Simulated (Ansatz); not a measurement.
Basis-set series for CH3BO2S, SMILES `SC1OBO1`. Charge 0, multiplicity 1. All single points use the PBE0-D4/def2-TZVP geometry. It is one conformer, not always the lowest.

| functional | basis | functions | energy (Eh) | HOMO (eV) | LUMO (eV) |
| --- | --- | --- | --- | --- | --- |
| PBE0-D4 | def2-SVP | 89 | -612.78821 | -7.59 | 0.24 |
| PBE0-D4 | def2-TZVPP | 208 | -613.17664 | -7.69 | -0.12 |
| ωB97M-V | def2-SVP | 89 | -613.07098 | -9.82 | 2.36 |
| ωB97M-V | def2-TZVPP | 208 | -613.46485 | -9.94 | 1.75 |

**Question.** Give the rows for def2-QZVPP. (An estimate is asked.)

**Answer.** Computed: 
| functional | basis | functions | energy (Eh) | HOMO (eV) | LUMO (eV) |
| --- | --- | --- | --- | --- | --- |
| PBE0-D4 | def2-QZVPP | 388 | -613.20080 | -7.72 | -0.24 |
| ωB97M-V | def2-QZVPP | 388 | -613.48770 | -9.98 | 1.37 |

Positive LUMOs are unbound and depend on the basis.
